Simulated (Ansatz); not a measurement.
Gas-phase electronic energies from Ansatz, PBE0-D4/def2-TZVP geometries. CCSD(T)/CBS adds triple-zeta CCSD(T) − MP2 to the extrapolated MP2 energy (def2 sets, frozen cores). Functionals use def2-TZVPP. B3LYP here is the variant with VWN-RPA as its local correlation; programs differ in this. For Ge, Se outer-core shells are correlated without core-valence functions, which leaves a few kJ/mol of doubt a bond. Scalar relativity is left out up to krypton. One conformer a species, not always the lowest.

Consider the ligand exchange at the Al–C bond: `[AlH2][CH2][CH2][GeH3]` + `N=C[SeH]` → `[AlH2]/[N]=C\[SeH]` + `C[CH2][GeH3]`.

```csv
level,ΔE (kcal/mol),difference from CCSD(T)/CBS
r2SCAN-D4,-29.3,-2.2
B3LYP-D4,-29.4,-2.3
ωB97X-V,-26.8,0.3
ωB97M-V,-26.8,0.3
PBE,-27.7,-0.6
MP2/def2-TZVPP,-28.4,-1.3
SCS-MP2/def2-TZVPP,-28.3,-1.2
HF/def2-QZVPP,-29.4,-2.3
MP2/def2-QZVPP,-28.3,-1.2
SCS-MP2/def2-QZVPP,-28.2,-1.1
CCSD(T)/CBS,-27.1,0
```

Largest T1 diagnostic among the species: 0.013.

In def2-TZVPP, CCSD(T) changes the Hartree–Fock value by +2.2 kcal/mol (the triples alone add −0.0 kcal/mol) and MP2 by +1.0 kcal/mol.
